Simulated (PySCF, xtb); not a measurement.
(1Z,3Z)-1,4-dichlorobuta-1,3-diene (C4H4Cl2), SMILES Cl/C=C\C=C/Cl.

GFN2-xTB in xtb at its own geometry gives an orbital gap of 3.10 eV and a dipole moment of 0.00 D.

Coordinates come from a B3LYP-D3(BJ)/def2-SVP optimisation. Other conformers were not sampled.

**Question.** What does PySCF with PBE/def2-TZVP give? (Estimate from the structure and the level; the computed values follow.)

**Answer.** gap 3.39 eV (levels -5.78 and -2.39 eV), dipole 0.00 D.
